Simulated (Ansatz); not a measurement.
`OC(F)(Cl)Br` + H₂ → `FC(Cl)Br` + H₂O at 600 K and 1 bar (hydrogenolysis of a C–O bond).

Isolated molecules relaxed with PBE0-D4/def2-TZVP in Ansatz; ΔE leaves out vibrations. CCSD(T)/CBS is the MP2 limit (def2-TZVPP, def2-QZVPP) plus CCSD(T) − MP2 in def2-TZVPP, frozen cores. This one scheme is used for every species. For Br outer-core shells are correlated without core-valence functions, which leaves a few kJ/mol of doubt a bond. Scalar relativity is left out up to krypton. One conformer a species, not always the lowest.

```
      species  CCSD(T)/CBS energy (Eh)  H − E (kJ/mol)  S (J/(mol·K))
`OC(F)(Cl)Br`              -3246.69884           110.6          392.5
           H₂                 -1.17544            43.9          150.8
   `FC(Cl)Br`              -3171.52249            91.5          355.7
          H₂O                -76.37941            76.8          212.8
```

H − E and S are ideal-gas, rigid-rotor, harmonic terms from PBE0-D4/def2-TZVP, for one conformer and one mirror image of each species. The MP2-based limit puts H₂ 0.8 mEh under its directly extrapolated value; such offsets cancel only in part. 1 Eh = 2625.50 kJ/mol, R = 8.31446 J/(mol·K).

**Question.** By hand: ΔE, ΔH, ΔS and ΔG.

**Answer.** ΔE = (-3171.52249) + (-76.37941) − (-3246.69884) − (-1.17544) = -0.02762 Eh = -72.5 kJ/mol. Δ(H − E) = 91.5 + 76.8 − 110.6 − 43.9 = 13.8, so ΔH = -58.7 kJ/mol. ΔS = 355.7 + 212.8 − 392.5 − 150.8 = 25.2 J/(mol·K). ΔG = -58.7 − 600 × (25.2)/1000 = -73.8 kJ/mol.

**Question.** By hand: the equilibrium constant, and the temperature at which ΔG would vanish if ΔH and ΔS stayed fixed.

**Answer.** log₁₀ K = −ΔG/(RT ln 10) = 6.4. ΔH and −TΔS have one sign here, so there is no such temperature.

ΔH outweighs TΔS. A doubt of 5 kJ/mol in ΔE shifts log₁₀ K by 0.4 here. Other conformers and mirror images would add mixing entropy, several J/(mol·K) or more a flexible species. These are equilibria of isolated gas molecules and say nothing of rates. Largest T1 diagnostic: 0.010 (customary marks: 0.02 for closed shells, 0.045 for open ones).
